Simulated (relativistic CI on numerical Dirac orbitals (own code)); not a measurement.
## Sensitivity of the levels of Be⁺ to α

Computed by Dirac-Coulomb-Breit CI, orbitals from a KLI potential per configuration, valence Slater integrals scaled by 0.85, P86 correlation energy added to each configuration, derivatives by finite differences, QED left out (own radial code, finite nucleus).

Configurations in the expansion (outside the closed core 1s2): 2s, 2p, 3s, 3p, 3d, 4s, 4p, 4d. Levels of other configurations are missing.

With x = (α/α₀)² − 1 an excitation energy changes as ω = ω₀ + qx; K = 2q/ω₀ is the relative enhancement. Terms are leading LS components, so labels can repeat.

Lowest level 2s 2S_1/2.

| Level | ω₀ (cm⁻¹) | q (cm⁻¹) | K |
| --- | --- | --- | --- |
| 2p 2P°_1/2 | 32729.3 | 17.69 | 0.00108 |
| 2p 2P°_3/2 | 32734.3 | 22.7 | 0.00139 |
| 3s 2S_1/2 | 88976.3 | 14.3 | 0.000322 |
| 3p 2P°_1/2 | 97500.1 | 19.46 | 0.000399 |
| 3p 2P°_3/2 | 97501.1 | 20.53 | 0.000421 |
| 3d 2D_3/2 | 97701.3 | 19.58 | 0.000401 |
| 3d 2D_5/2 | 97701.9 | 20.14 | 0.000412 |
| 4s 2S_1/2 | 116578.0 | 17.82 | 0.000306 |
| 4p 2P°_1/2 | 120041.1 | 20.07 | 0.000334 |
| 4p 2P°_3/2 | 120041.4 | 20.35 | 0.000339 |
| 4d 2D_3/2 | 120210.6 | 20 | 0.000333 |
| 4d 2D_5/2 | 120210.8 | 20.23 | 0.000337 |

For a near-neutral ion this model can misplace configurations by up to about 10,000 cm⁻¹ (more where the count of f electrons changes) and terms by 10 to 25 % of their spread. Rates follow the energies as ν³ (E1, M1) or ν⁵ (E2), so they and the lifetimes can be off by large factors. The fine structure of a lone outer electron comes out too small, for d and f at times inverted, and misplaced configurations move strength between like terms.
